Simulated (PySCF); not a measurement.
## Computed properties of Si(F)(Me)2(Cl) (C2H6ClFSi), SMILES C[Si](C)(F)Cl

Si(F)(Me)2(Cl) (C2H6ClFSi), SMILES [Si](Cl)(C)(C)F. Coordinates come from a PBE0-D3(BJ)/def2-SVP optimisation. One conformer was computed; it need not be the lowest. All values are computed for the isolated molecule unless a solvent is named; none is compared with measurement here.

**Structure.** The optimised structure has Cs symmetry. All 27 harmonic modes at PBE0-D3(BJ)/def2-SVP (PySCF) are real, so it is a minimum. With heavy atoms numbered as in [CH3:1][Si:2]([CH3:3])([F:4])[Cl:5], the shortest bond between them is Si2–F4 at 1.626 Å and the longest Si2–Cl5 at 2.069 Å.

**Vibrations.** The strongest infrared lines (harmonic, unscaled, degenerate partners summed) lie at 931 cm⁻¹ (173 km/mol, Si 46 %, F 34 %, H 14 %), 852 cm⁻¹ (153 km/mol, H 61 %, C 22 %, Si 16 %), 821 cm⁻¹ (138 km/mol, Si 43 %, H 30 %, C 26 %). The softest mode is at 142 cm⁻¹ and the zero-point energy is 49.4 kcal/mol.

**Electronic structure.** ωB97X/def2-TZVP (PySCF) places the frontier levels at -11.16 and 2.85 eV, a gap of 14.01 eV, and gives a dipole moment of 2.53 D and a mean polarisability of 58.0 bohr³. PBE/def2-TZVP (PySCF) at the same geometry gives -7.36 and 0.10 eV, so its gap is 6.55 eV narrower. An orbital gap is neither the optical nor the fundamental gap.

**Excitations.** TDDFT-B3LYP/def2-SVPD (PySCF) has S1 at 7.72 eV (161 nm, f = 0.102, bright); the most intense of the 10 singlets computed lies at 7.72 eV (f = 0.10). T1 (TDA) is at 7.52 eV. TDDFT-PBE/def2-SVPD (PySCF) puts S1 at 7.13 eV. No vertical singlet excitation falls in the visible range (under 3.1 eV).

**NMR.** GIAO shifts at PBE0/pcSseg-1 (PySCF) (non-relativistic, atoms alike by connectivity averaged): ¹³C at 4.9 ppm against TMS; ¹H at 0.7 ppm against TMS; ²⁹Si at 41.8 ppm against TMS; ¹⁹F at -151.0 ppm against CFCl3. Without spin–orbit terms, shifts of atoms bonded to Cl or Br come out too high.

**Solvation.** SMD-ωB97X/6-31G* (PySCF) gives -0.7 kcal/mol in water, -3.3 kcal/mol in toluene, -4.7 kcal/mol in methanol (1 M in both phases, gas-phase geometry); of these solvents methanol holds the molecule best.
